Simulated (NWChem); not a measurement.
System: C3H3, doublet; SMILES [CH]=C=C

Here is an NWChem input.

```
start job
memory heap 200 mb stack 900 mb global 1100 mb
geometry units angstroms
  C      0.000000     0.000000     1.259395
  C      0.000000     0.000000    -0.113401
  C      0.000000     0.000000    -1.357721
  H      0.000000     0.945526     1.824862
  H      0.000000    -0.945526     1.824862
  H      0.000000     0.000000    -2.438368
end
basis spherical
  * library def2-svp
end
dft
  odft
  mult 2
  xc xcamb88 1.00 lyp 0.81 vwn_5 0.19 hfexch 1.00
  cam 0.33 cam_alpha 0.19 cam_beta 0.46
  iterations 150
end
driver
  maxiter 120
end
task dft optimize
task dft freq
```

Excerpt of the output:

```
             Northwest Computational Chemistry Package (NWChem) 7.3.0
             --------------------------------------------------------

 C2V symmetry detected

                             Geometry "geometry" -> ""
                             -------------------------

 Output coordinates in angstroms (scale by  1.889725989 to convert to a.u.)

  No.       Tag          Charge          X              Y              Z
 ---- ---------------- ---------- -------------- -------------- --------------
    1 C                    6.0000     0.00000000     0.00000000     1.26220481
    2 C                    6.0000     0.00000000     0.00000000    -0.11059119
    3 C                    6.0000     0.00000000     0.00000000    -1.35491119
    4 H                    1.0000     0.00000000     0.94552600     1.82767181
    5 H                    1.0000     0.00000000    -0.94552600     1.82767181
    6 H                    1.0000     0.00000000     0.00000000    -2.43555819

 Effective nuclear repulsion energy (a.u.)      52.7717158213

      Symmetry information
      --------------------

 Group name             C2v
 Group number             16
 Group order               4
 No. of unique centers     5

                                Z-matrix (autoz)
                                --------

 Units are Angstrom for bonds and degrees for angles

      Type          Name      I     J     K     L     M      Value
      ----------- --------  ----- ----- ----- ----- ----- ----------
    1 Stretch                  1     2                       1.37280
    2 Stretch                  1     4                       1.10171
    3 Stretch                  1     5                       1.10171
    4 Stretch                  2     3                       1.24432
    5 Stretch                  3     6                       1.08065
    6 Bend                     2     1     4               120.88132
    7 Bend                     2     1     5               120.88132
    8 Bend                     3     1     4               120.88132
    9 Bend                     3     1     5               120.88132
   10 Bend                     4     1     5               118.23736
   11 Bend                     6     1     4               120.88132
   12 Bend                     6     1     5               120.88132
   13 Torsion                  2     1     4     5         180.00000
   14 Torsion                  2     1     5     4         180.00000
   15 Torsion                  1     4     2     3         180.00000
   16 Torsion                  1     5     2     3         180.00000
   17 Torsion                  1     4     3     6         180.00000
   18 Torsion                  1     5     3     6         180.00000

                           NWChem Geometry Optimization
                           ----------------------------

 maximum gradient threshold         (gmax) =   0.000450
 rms gradient threshold             (grms) =   0.000300
 maximum cartesian step threshold   (xmax) =   0.001800
 rms cartesian step threshold       (xrms) =   0.001200
 fixed trust radius                (trust) =   0.300000
 source of zmatrix                         =   autoz

          -------------------
          Energy Minimization
          -------------------

 Using diagonal initial Hessian
 Scaling for Hessian diagonals: bonds = 1.00  angles = 0.25  torsions = 0.10

          --------
          Step   0

                                 NWChem DFT Module
                                 -----------------

 Summary of "ao basis" -> "ao basis" (spherical)
 ------------------------------------------------------------------------------
       Tag                 Description            Shells   Functions and Types
 ---------------- ------------------------------  ------  ---------------------
 C                          def2-svp                 6       14   3s2p1d
 H                          def2-svp                 3        5   2s1p

      Symmetry analysis of basis
      --------------------------

        a1         28
        a2          4
        b1         11
        b2         14

            General Information
            -------------------
          SCF calculation type: DFT
          Wavefunction type:  spin polarized.
          No. of atoms     :     6
          No. of electrons :    21
           Alpha electrons :    11
            Beta electrons :    10
          Charge           :     0
          Spin multiplicity:     2
          Use of symmetry is: on ; symmetry adaption is: on
          Maximum number of iterations: 150
          AO basis - number of functions:    57
                     number of shells:    27
          Convergence on energy requested:  1.00D-06
          Convergence on density requested:  1.00D-05
          Convergence on gradient requested:  5.00D-04

              XC Information
              --------------
                     Hartree-Fock (Exact) Exchange  1.000
                   CAM-Becke88 Exchange Functional  1.000
                      VWN V Correlation Functional  0.190 local
              Lee-Yang-Parr Correlation Functional  0.810

           Range-Separation Parameters
           ---------------------------
           Alpha           :  0.19
           Beta            :  0.46
           Gamma           :  0.33
           Short-Range HF  :     F

             Grid Information
             ----------------
          Grid used for XC integration:  medium
          Radial quadrature: Mura-Knowles
          Angular quadrature: Lebedev.
          Tag              B.-S. Rad. Rad. Pts. Rad. Cut. Ang. Pts.
          ---              ---------- --------- --------- ---------
          C                   0.70       49          10.0       434
          H                   0.35       45          11.0       434
          Grid pruning is: on
          Number of quadrature shells:   237
          Spatial weights used:  Erf1

      Superposition of Atomic Density Guess
      -------------------------------------

 Sum of atomic energies:        -114.37226862

      Non-variational initial energy
      ------------------------------

 Total energy =    -115.828260
 1-e energy   =    -256.297024
 2-e energy   =      87.697049
 HOMO         =      -0.171431
 LUMO         =       0.047435

   Symmetry analysis of molecular orbitals - initial alpha
   -------------------------------------------------------

  Numbering of irreducible representations:

     1 a1          2 a2          3 b1          4 b2

  Orbital symmetries:

     1 a1          2 a1          3 a1          4 a1          5 a1
     6 a1          7 b2          8 a1          9 b1         10 b2
    11 b1         12 b2         13 b1         14 a1         15 a1
    16 b2         17 a1         18 a1         19 a1         20 a1
    21 b1

   Symmetry analysis of molecular orbitals - initial beta
   ------------------------------------------------------

  Numbering of irreducible representations:

     1 a1          2 a2          3 b1          4 b2

  Orbital symmetries:

     1 a1          2 a1          3 a1          4 a1          5 a1
     6 a1          7 b2          8 a1          9 b1         10 b2
    11 b1         12 b2         13 b1         14 a1         15 a1
    16 b2         17 a1         18 a1         19 a1         20 a1
    21 b1

   convergence    iter        energy       DeltaE   RMS-Dens  Diis-err
 ---------------- ----- ----------------- --------- --------- ---------
 d= 0,ls=0.0,diis     1   -115.8073622053 -1.69D+02  5.98D-03  5.81D-02
                                                     5.73D-03  5.41D-02
 d= 0,ls=0.0,diis     2   -115.8380401763 -3.07D-02  1.40D-03  4.19D-03
                                                     1.78D-03  7.18D-03
 d= 0,ls=0.0,diis     3   -115.8404523026 -2.41D-03  7.46D-04  3.91D-03
                                                     5.16D-04  2.14D-03
 d= 0,ls=0.0,diis     4   -115.8421596108 -1.71D-03  2.97D-04  1.18D-04
                                                     2.47D-04  9.55D-05
 d= 0,ls=0.0,diis     5   -115.8423482510 -1.89D-04  1.13D-04  3.85D-05
                                                     2.01D-04  1.03D-04
  Resetting Diis
 d= 0,ls=0.0,diis     6   -115.8424249693 -7.67D-05  1.38D-04  3.18D-05
                                                     1.03D-04  7.24D-06
 d= 0,ls=0.0,diis     7   -115.8424588550 -3.39D-05  3.85D-05  2.11D-06
                                                     5.95D-05  4.98D-06
 d= 0,ls=0.0,diis     8   -115.8424653600 -6.50D-06  3.10D-05  4.85D-06
                                                     1.36D-05  1.20D-06
 d= 0,ls=0.0,diis     9   -115.8424682755 -2.92D-06  3.56D-05  4.10D-07
                                                     4.86D-05  1.70D-06
 d= 0,ls=0.0,diis    10   -115.8424720408 -3.77D-06  5.33D-05  7.64D-07
                                                     4.80D-05  2.19D-07
 d= 0,ls=0.0,diis    11   -115.8424739506 -1.91D-06  4.05D-06  1.20D-08
                                                     4.10D-06  2.27D-08
 d= 0,ls=0.0,diis    12   -115.8424739759 -2.52D-08  2.10D-06  5.30D-09
                                                     1.61D-06  1.44D-09

         Total DFT energy =     -115.842473975856
      One electron energy =     -258.824887454312
           Coulomb energy =      107.365195418940
    Exchange-Corr. energy =      -17.154497761735
 Nuclear repulsion energy =       52.771715821251

 Numeric. integr. density =       21.000000615645

                  Occupations of the irreducible representations
                  ----------------------------------------------

[...]

      ----------------------
      Optimization converged
      ----------------------

  Step       Energy      Delta E   Gmax     Grms     Xrms     Xmax
  ---- ---------------- -------- -------- -------- -------- --------
@    3    -115.84314595 -5.6D-07  0.00005  0.00002  0.00034  0.00089
                                     ok       ok       ok       ok

                                Z-matrix (autoz)
                                --------

 Units are Angstrom for bonds and degrees for angles

      Type          Name      I     J     K     L     M      Value     Gradient
      ----------- --------  ----- ----- ----- ----- ----- ---------- ----------
    1 Stretch                  1     2                       1.37251   -0.00003
    2 Stretch                  1     4                       1.09240   -0.00002
    3 Stretch                  1     5                       1.09240   -0.00002
    4 Stretch                  2     3                       1.22641   -0.00000
    5 Stretch                  3     6                       1.07384    0.00002
    6 Bend                     2     1     4               120.81060    0.00003
    7 Bend                     2     1     5               120.81060    0.00003
    8 Bend                     3     1     4               120.81060    0.00003
    9 Bend                     3     1     5               120.81060    0.00003
   10 Bend                     4     1     5               118.37880   -0.00005
   11 Bend                     6     1     4               120.81060    0.00003
   12 Bend                     6     1     5               120.81060    0.00003
   13 Torsion                  2     1     4     5         180.00000    0.00000
   14 Torsion                  2     1     5     4         180.00000    0.00000
   15 Torsion                  1     4     2     3         180.00000    0.00000
   16 Torsion                  1     5     2     3         180.00000    0.00000
   17 Torsion                  1     4     3     6         180.00000    0.00000
   18 Torsion                  1     5     3     6         180.00000    0.00000

                         Geometry "geometry" -> "geometry"
                         ---------------------------------

 Output coordinates in angstroms (scale by  1.889725989 to convert to a.u.)

  No.       Tag          Charge          X              Y              Z
 ---- ---------------- ---------- -------------- -------------- --------------
    1 C                    6.0000     0.00000000     0.00000000     1.25693786
    2 C                    6.0000     0.00000000     0.00000000    -0.11557625
    3 C                    6.0000     0.00000000     0.00000000    -1.34198613
    4 H                    1.0000     0.00000000     0.93822520     1.81646760
    5 H                    1.0000     0.00000000    -0.93822520     1.81646760
    6 H                    1.0000     0.00000000     0.00000000    -2.41582283

 Effective nuclear repulsion energy (a.u.)      53.1680245147

      Symmetry information
      --------------------

 Group name             C2v
 Group number             16
 Group order               4
 No. of unique centers     5

                Final and change from initial internal coordinates
                --------------------------------------------------

                                Z-matrix (autoz)
                                --------

 Units are Angstrom for bonds and degrees for angles

[...]

 Rotational Constants
 --------------------
 A=   9.501032 cm-1  ( 13.669560 K)
 B=   0.316715 cm-1  (  0.455671 K)
 C=   0.306498 cm-1  (  0.440972 K)

 Temperature                      =   298.15K
 frequency scaling parameter      =   1.0000

 Zero-Point correction to Energy  =   26.110 kcal/mol  (  0.041608 au)
 Thermal correction to Energy     =   28.573 kcal/mol  (  0.045534 au)
 Thermal correction to Enthalpy   =   29.165 kcal/mol  (  0.046478 au)

 Total Entropy                    =   58.838 cal/mol-K
   - Translational                =   36.897 cal/mol-K (mol. weight =  39.0235)
   - Rotational                   =   18.712 cal/mol-K (symmetry #  =        2)
   - Vibrational                  =    3.230 cal/mol-K

 Cv (constant volume heat capacity) =   12.422 cal/mol-K
   - Translational                  =    2.979 cal/mol-K
   - Rotational                     =    2.979 cal/mol-K
   - Vibrational                    =    6.463 cal/mol-K

[normal modes left out]

 ----------------------------------------------------------------------------
 Normal Eigenvalue ||           Projected Infra Red Intensities
  Mode   [cm**-1]  || [atomic units] [(debye/angs)**2] [(KM/mol)] [arbitrary]
 ------ ---------- || -------------- ----------------- ---------- -----------
    1       -0.000 ||    0.000010           0.000         0.010       0.008
    2       -0.000 ||    0.000002           0.000         0.002       0.002
    3       -0.000 ||    0.000003           0.000         0.003       0.002
    4       -0.000 ||    0.000001           0.000         0.001       0.001
    5        0.000 ||    0.000000           0.000         0.000       0.000
    6        0.000 ||    0.000001           0.000         0.001       0.001
    7      374.855 ||    0.007124           0.164         6.945       5.599
    8      430.840 ||    0.014326           0.331        13.966      11.260
    9      559.569 ||    0.032741           0.755        31.917      25.733
   10      693.238 ||    0.050202           1.158        48.940      39.456
   11      696.219 ||    0.044840           1.034        43.712      35.242
   12     1021.808 ||    0.000027           0.001         0.027       0.022
   13     1091.861 ||    0.004208           0.097         4.102       3.307
   14     1447.334 ||    0.001058           0.024         1.032       0.832
   15     2039.428 ||    0.004617           0.107         4.500       3.628
   16     3175.987 ||    0.001609           0.037         1.568       1.264
   17     3268.959 ||    0.000000           0.000         0.000       0.000
   18     3472.583 ||    0.068253           1.575        66.536      53.643
 ----------------------------------------------------------------------------
```

Level: CAM-B3LYP/def2-SVP, spin-unrestricted. In the optimisation the excess spin sits in b1 (C2v, its own frame). No stability test was run on the SCF state.
